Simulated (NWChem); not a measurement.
Molecule: SnCl$_{3}$F; SMILES [F][Sn]([Cl])([Cl])[Cl]

Computed with NWChem. The geometry was optimised at PBE0/def2-SVP. def2 effective core potentials on Sn; no spin-orbit coupling. Hybrids' shares of exact exchange are those that their runs print; pure functionals count as 0. The functionals differ in more than this share.

```
row              share of exact exchange  highest occupied level (eV)
---------------  -----------------------  ---------------------------
PBE/def2-SVP                        0.00                        -8.22
TPSS/def2-SVP                       0.00                        -8.44
B3LYP/def2-SVP                      0.20                     withheld
PBE0/def2-SVP                       0.25                        -9.78
PW6B95/def2-SVP                     0.28                        -9.81
```

Fit a straight line of the last column on the one before it, predict the withheld value, and compare with the run.


1. Means of the 4 shown rows: x = 0.133, y = -9.062. Slope Σ(x − x̄)(y − ȳ)/Σ(x − x̄)² = -0.3887/0.07068 = -5.499; intercept -8.334.
2. The shown rows scatter about the line by 0.091 (root mean square); the largest residual is +0.11, at PBE/def2-SVP.
3. At x = 0.20 (B3LYP/def2-SVP; inside the shown range) the line gives -9.43.
4. The run gives -9.37, +0.06 from the line, 0.7 times the scatter.
